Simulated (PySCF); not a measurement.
ClCu, singlet, at a GFN2-xTB geometry (such geometries of metal compounds can be far from the true shape); M06/6-31G* run with PySCF.

PySCF was given this input:
```python
from pyscf import gto, scf, dft

mol = gto.M(
    atom='''
Cu   -0.00000000   -0.00000000   -0.75781346
Cl    0.00000000    0.00000000    1.29274060
''',
    basis='6-31g*',
    verbose=4,
)

mf = dft.RKS(mol)
mf.xc = 'm06'
mf.kernel()
```

Question: What does PySCF print? Leave out banner, timings and long lists.

Answer: 
```
PySCF version 2.14.0

[INPUT] verbose = 4
[INPUT] num. atoms = 2
[INPUT] num. electrons = 46
[INPUT] charge = 0
[INPUT] spin (= nelec alpha-beta = 2S) = 0
[INPUT] symmetry False subgroup None
[INPUT] Mole.unit = angstrom
[INPUT] Symbol           X                Y                Z      unit          X                Y                Z       unit  Magmom
[INPUT]  1 Cu     0.000000000000   0.000000000000  -0.757813460000 AA    0.000000000000   0.000000000000  -1.432059892909 Bohr   0.0
[INPUT]  2 Cl     0.000000000000   0.000000000000   1.292740600000 AA    0.000000000000   0.000000000000   2.442925684106 Bohr   0.0

nuclear repulsion = 127.226279995544
number of shells = 20
number of NR pGTOs = 148
number of NR cGTOs = 52
basis = 6-31g*
ecp = {}

******** <class 'pyscf.dft.rks.RKS'> ********
method = RKS
initial guess = minao
damping factor = 0
level_shift factor = 0
DIIS = <class 'pyscf.scf.diis.CDIIS'>
diis_start_cycle = 1
diis_space = 8
diis_damp = 0
SCF conv_tol = 1e-09
SCF conv_tol_grad = None
SCF max_cycles = 50
direct_scf = True
direct_scf_tol = 1e-13
XC library pyscf.dft.libxc version 7.1.2
    S. Lehtola, C. Steigemann, M. J. T. Oliveira, and M. A. L. Marques,  SoftwareX 7, 1–5 (2018)
XC functionals = m06
    Y. Zhao and D. G. Truhlar,  Theor. Chem. Acc. 120, 215 (2008)
    Y. Zhao and D. G. Truhlar,  Theor. Chem. Acc. 120, 215 (2008)
radial grids:
    Treutler-Ahlrichs [JCP 102, 346 (1995); DOI:10.1063/1.469408] (M4) radial grids

becke partition: Becke, JCP 88, 2547 (1988); DOI:10.1063/1.454033
pruning grids: <function nwchem_prune>
grids dens level: 3
symmetrized grids: False
atomic radii adjust function: <function treutler_atomic_radii_adjust>
small_rho_cutoff = 0
Set gradient conv threshold to 3.16228e-05
Initial guess from minao.
tot grids = 39520
init E= -2099.97734590614
  HOMO = -0.12676960253698  LUMO = -0.0905075820915573  gap/eV = 0.98674
cycle= 1 E= -2100.13808547913  delta_E= -0.161  |g|= 1.17  |ddm|= 1.62
  HOMO = -0.213235482576038  LUMO = -0.16802254600735  gap/eV = 1.23031
cycle= 2 E= -2099.59448957271  delta_E= 0.544  |g|= 2.26  |ddm|= 2.31
  HOMO = -0.266117956064579  LUMO = -0.110169548576359  gap/eV = 4.24357
cycle= 3 E= -2100.3318834017  delta_E= -0.737  |g|= 0.184  |ddm|= 1.38
  HOMO = -0.230017911497788  LUMO = -0.0822658476186877  gap/eV = 4.02054
cycle= 4 E= -2100.33269670494  delta_E= -0.000813  |g|= 0.0972  |ddm|= 0.212
  HOMO = -0.229640079328467  LUMO = -0.0761734686020357  gap/eV = 4.17604
cycle= 5 E= -2100.33599486865  delta_E= -0.0033  |g|= 0.0208  |ddm|= 0.129
  HOMO = -0.226455383289593  LUMO = -0.079055315947075  gap/eV = 4.01096
cycle= 6 E= -2100.3360480238  delta_E= -5.32e-05  |g|= 0.00621  |ddm|= 0.0171
  HOMO = -0.22567615199433  LUMO = -0.0791923914014023  gap/eV = 3.98603
cycle= 7 E= -2100.33605296107  delta_E= -4.94e-06  |g|= 0.00271  |ddm|= 0.00536
  HOMO = -0.225086853248759  LUMO = -0.0791627583217314  gap/eV = 3.97080
cycle= 8 E= -2100.33605403263  delta_E= -1.07e-06  |g|= 0.000449  |ddm|= 0.00286
  HOMO = -0.225001050063116  LUMO = -0.0791751998319041  gap/eV = 3.96812
cycle= 9 E= -2100.33605406257  delta_E= -2.99e-08  |g|= 0.000101  |ddm|= 0.000657
  HOMO = -0.224978864046641  LUMO = -0.079184768895491  gap/eV = 3.96726
cycle= 10 E= -2100.33605406388  delta_E= -1.31e-09  |g|= 3.88e-06  |ddm|= 0.000127
  HOMO = -0.224978977260072  LUMO = -0.079183558556311  gap/eV = 3.96730
cycle= 11 E= -2100.3360540639  delta_E= -1.64e-11  |g|= 1.47e-06  |ddm|= 2.3e-05
  HOMO = -0.224979631329638  LUMO = -0.079184119882354  gap/eV = 3.96730
Extra cycle  E= -2100.3360540639  delta_E= -1.36e-12  |g|= 3.21e-06  |ddm|= 2.8e-06
converged SCF energy = -2100.3360540639
```
